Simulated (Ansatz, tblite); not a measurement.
Cost and result up the ladder for Pd₃H₂⁻ (the lowest doublet isomer of a short search) (5 atoms). The state is a doublet with charge -1. Geometry: PBE-D4/def2-TZVPD.

```
atom   x (Å)   y (Å)   z (Å)
 Pd1  -0.572  -0.231   0.661
 Pd2   1.801   0.746  -0.302
 Pd3   0.171  -0.649  -1.727
  H4  -1.980  -1.015   0.656
  H5   0.581   1.149   0.712
```

Ansatz on 4 threads of Arm Neoverse V1 on a shared host; xTB runs through tblite on one thread. Times are rough, summed over both states, and most runs start from the orbitals of an earlier one. No level here is sound enough to serve as a yardstick. The other state is a singlet.

In the def2 sets Pd takes a core potential; there is no spin–orbit coupling. The xTB rows come from tblite. Another isomer (doublet) lies 0.03 eV lower at PBE0-D4/def2-TZVPD.

Raw xTB energies of ions are shifted by several eV, and xTB has no spin-polarisation term.

```csv
level,functions,wall time,vertical IE (eV),remarks
GFN1-xTB,31,0.006 s,6.67,–
GFN2-xTB,29,0.007 s,6.24,–
PBE-D4/def2-TZVPD (with forces),138,5 s,2.15,"HOMO above zero (-1 doublet), restricted singlet, untested (singlet)"
PBE0-D4/def2-TZVPD,138,6.6 s,2.16,"restricted singlet, untested (singlet)"
r2SCAN-D4/def2-TZVPD,138,12 s,2.12,"HOMO above zero (-1 doublet), restricted singlet, untested (singlet)"
```
